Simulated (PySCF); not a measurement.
# Cu (copper, neutral) across methods

[Ar] 3d10 4p1, 2P determinant (an excited configuration). All numbers are calculated (PySCF 2.14, scalar relativity by spin-free X2C-1e, in ANO-RCC-VTZP (6s5p3d2f1g, 59 functions)). The B2PLYP total includes its PT2 part (frozen core); its orbital energies are those of the SCF part.

```csv
method,E (hartree),mean ε 3d α (eV),mean ε 3d β (eV),mean ε 4p α (eV),Σ⟨r²⟩ (bohr²),⟨S²⟩
CAM-B3LYP,-1654.734,-10.017,-9.978,-2.691,35.27,0.839
PBE,-1654.395,-6.358,-6.278,-1.310,35.57,0.909
M06-2X,-1654.635,-11.022,-10.980,-2.298,35.44,0.753
r2SCAN,-1654.591,-6.615,-6.640,-1.525,35.41,1.015
LDA,-1651.758,-6.598,-6.503,-1.287,35.38,0.813
PBE0,-1654.375,-8.333,-8.297,-1.777,35.24,0.829
UHF,-1653.00605,-14.106,-14.246,-2.824,35.06,0.785
```

(1) Estimate the same row for B2PLYP.

⟨S²⟩ = 0.84 against 0.75 shows spin contamination.

Results:

(1) E (hartree) = -1654.333; mean ε 3d α (eV) = -10.499; mean ε 3d β (eV) = -10.499; mean ε 4p α (eV) = -2.082; Σ⟨r²⟩ (bohr²) = 35.14; ⟨S²⟩ = 0.794.
